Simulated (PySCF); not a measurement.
F2S, charge -1, multiplicity 2. Atoms are numbered in the order given.

```xyz
3

F      0.0000    -1.1781    -0.6481
S      0.0000     0.0000     0.7292
F      0.0000     1.1781    -0.6481
```
Charge -1, spin multiplicity 2.

Geometry: B3LYP-D3(BJ)/def2-TZVPD. The geometry has at least one imaginary mode, so it is a saddle point at that level. The multiplicity is an assumed one; other spin states were not compared.

Computed with ωB97X/def2-TZVPD in PySCF.

Isolated molecule, no solvent.

Task: Estimate the frontier levels, dipole moment and polarisability. (The exact figures need the calculation; the answer reports its results.)

Result: 
| Property | Value |
|---|---|
| α spin, highest occupied and lowest empty level | -1.92 and 5.32 eV |
| β spin, highest occupied and lowest empty level | -3.11 and 5.53 eV |
| dipole moment about the centre of nuclear charge | 0.61 D |
| mean static polarisability | 42.5 bohr³ (6.29 Å³) |
| polarisability, principal values | 37.0, 43.6, 46.8 bohr³ |
| ⟨S²⟩ | 0.755 (pure state 0.75) |
